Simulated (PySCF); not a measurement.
Dissociation curve of AlH, singlet.

- UHF/cc-pVDZ (PySCF)
- RMP2 = MP2 on RHF/cc-pVDZ, 5 core orbitals frozen (PySCF)
- RKS-wB97X-V = restricted wB97X-V/cc-pVDZ (PySCF 2.14.0)
- UKS-PBE = PySCF with unrestricted PBE/cc-pVDZ

Energies are in kcal/mol, each relative to the lowest point of its own curve near equilibrium.

```json
[
 {"R / Å": "1.24", "UHF": "37.4", "RMP2": "37.8", "RKS-wB97X-V": "38.4", "UKS-PBE": "40.0"},
 {"R / Å": "1.32", "UHF": "21.4", "RMP2": "21.8", "RKS-wB97X-V": "22.5", "UKS-PBE": "23.9"},
 {"R / Å": "1.41", "UHF": "10.0", "RMP2": "10.3", "RKS-wB97X-V": "10.9", "UKS-PBE": "12.1"},
 {"R / Å": "1.50", "UHF": "3.5", "RMP2": "3.7", "RKS-wB97X-V": "4.1", "UKS-PBE": "5.0"},
 {"R / Å": "1.56", "UHF": "1.2", "RMP2": "1.3", "RKS-wB97X-V": "1.6", "UKS-PBE": "2.2"},
 {"R / Å": "1.62", "UHF": "0.1", "RMP2": "0.2", "RKS-wB97X-V": "0.3", "UKS-PBE": "0.6"},
 {"R / Å": "1.66", "UHF": "0.0", "RMP2": "0.0", "RKS-wB97X-V": "0.0", "UKS-PBE": "0.0"},
 {"R / Å": "1.73", "UHF": "0.6", "RMP2": "0.6", "RKS-wB97X-V": "(withheld)", "UKS-PBE": "0.0"},
 {"R / Å": "1.78", "UHF": "1.6", "RMP2": "1.5", "RKS-wB97X-V": "1.2", "UKS-PBE": "0.5"},
 {"R / Å": "1.82", "UHF": "2.7", "RMP2": "2.5", "RKS-wB97X-V": "2.1", "UKS-PBE": "1.2"},
 {"R / Å": "1.92", "UHF": "6.2", "RMP2": "5.9", "RKS-wB97X-V": "5.2", "UKS-PBE": "3.7"},
 {"R / Å": "2.09", "UHF": "13.7", "RMP2": "13.4", "RKS-wB97X-V": "12.4", "UKS-PBE": "9.7"},
 {"R / Å": "2.27", "UHF": "22.9", "RMP2": "22.4", "RKS-wB97X-V": "21.1", "UKS-PBE": "(withheld)"},
 {"R / Å": "2.47", "UHF": "32.7", "RMP2": "32.6", "RKS-wB97X-V": "31.3", "UKS-PBE": "(withheld)"},
 {"R / Å": "2.76", "UHF": "41.5", "RMP2": "46.6", "RKS-wB97X-V": "45.7", "UKS-PBE": "37.6"},
 {"R / Å": "3.01", "UHF": "45.6", "RMP2": "57.4", "RKS-wB97X-V": "57.1", "UKS-PBE": "46.8"},
 {"R / Å": "3.32", "UHF": "48.4", "RMP2": "69.0", "RKS-wB97X-V": "69.9", "UKS-PBE": "55.2"},
 {"R / Å": "3.68", "UHF": "49.9", "RMP2": "79.9", "RKS-wB97X-V": "82.6", "UKS-PBE": "60.9"},
 {"R / Å": "4.06", "UHF": "50.6", "RMP2": "88.5", "RKS-wB97X-V": "94.0", "UKS-PBE": "(withheld)"},
 {"R / Å": "4.51", "UHF": "(withheld)", "RMP2": "95.2", "RKS-wB97X-V": "105.1", "UKS-PBE": "66.6"},
 {"R / Å": "4.94", "UHF": "51.1", "RMP2": "98.2", "RKS-wB97X-V": "113.5", "UKS-PBE": "67.5"},
 {"R / Å": "5.85", "UHF": "51.1", "RMP2": "(withheld)", "RKS-wB97X-V": "125.8", "UKS-PBE": "67.7"},
 {"R / Å": "6.70", "UHF": "51.1", "RMP2": "89.1", "RKS-wB97X-V": "132.5", "UKS-PBE": "67.8"}
]
```

Q: Fill in the missing entries.

A: 
- 1.73, RKS-wB97X-V: 0.4
- 2.27, UKS-PBE: 17.1
- 2.47, UKS-PBE: 25.7
- 4.06, UKS-PBE: 64.3
- 4.51, UHF: 50.9
- 5.85, RMP2: 96.6

The unrestricted determinant behind UHF is spin-contaminated at 1.24 to 1.92, 2.47 to 6.70 Å (<S²> up to 1.0, against 0.00 for a pure singlet). The restricted form behind RMP2, RKS-wB97X-V keeps the bonding electrons paired and can't separate into open-shell fragments. The T1 diagnostic of CCSD on the restricted reference of RMP2 exceeds 0.045 at 2.76 to 6.70 Å. At the longest distance RKS-wB97X-V leaves fractional charges on the fragments, a sign of delocalisation error or of the restricted form. The unrestricted determinant behind UKS-PBE is spin-contaminated at 3.32 to 6.70 Å (<S²> up to 1.0, against 0.00 for a pure singlet).
